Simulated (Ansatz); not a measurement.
## Cost against result

The pair of HF (SMILES F, atoms 1–2) and AlF₃ (SMILES F[Al](F)F, atoms 3–6), both closed shells, in one local arrangement (a lower one may exist), relaxed at PBE0-D4/def2-TZVP:

F1  (-0.037, 0.291, -1.364)
H2  (0.454, -0.472, -1.600)
F3  (0.678, 1.430, 1.111)
Al4  (-0.120, 0.094, 0.601)
F5  (0.755, -1.301, 0.390)
F6  (-1.730, -0.042, 0.863)
(Å)

Interaction energies are counterpoise-corrected; the time is that of the whole pair.

Computed with Ansatz 0.2.0 (basis: as named in each row); correlated methods freeze the cores. B3LYP uses VWN-RPA correlation. Extrapolation: Hartree–Fock as exp(−7.88 √X), correlation as X^−2.97.

Times are rough, for one single point on 4 threads of a shared host (Intel Xeon Platinum 8488C).

The estimate by CCSD(T) at an estimated basis limit (MP2 extrapolated from triple and quadruple zeta, plus CCSD(T) − MP2 in triple zeta) is -85.2 kJ/mol.

```tsv
method	basis	time (s)	interaction energy (kJ/mol)	method less estimate
HF	STO-3G	under 1	-17.6	67.6
PBE-D4	STO-3G	under 1	7.7	92.9
SPW92	def2-SVP	under 1	-109.8	-24.6
PBE-D4	def2-SVP	under 1	-79.8	5.4
B3LYP-D4	6-31G	under 1	-83.4	1.8
PBE0-D4	def2-SVP	under 1	-88.2	-3.0
PBE-D4	def2-TZVPPD	1	-73.3	11.9
revPBE-D4	def2-TZVPPD	1	-62.9	22.3
CCSD(T)	def2-SVP	1	-74.0	11.2
BLYP-D4	def2-TZVPPD	1	-66.5	18.7
HSE06-D4	def2-TZVPPD	2	-82.3	2.9
wB97M-V	def2-SVP	2	-90.8	-5.6
PBE0-D4	def2-TZVPPD	2	-82.7	2.5
B3LYP-D4	def2-TZVPPD	2	-77.7	7.5
r2SCAN-D4	def2-TZVPPD	2	-89.8	-4.6
B2PLYP	def2-TZVPPD	3	-76.4	8.8
B97M-V	def2-TZVPPD	3	-87.4	-2.2
wB97X-V	def2-TZVPPD	3	-83.3	1.9
wB97M-V	def2-TZVPPD	4	-84.7	0.5
MP2	def2-QZVPPD	7	-79.9	5.3
CCSD(T)	def2-TZVPPD	56	-78.0	7.2
```

T1 diagnostic: at most 0.014.
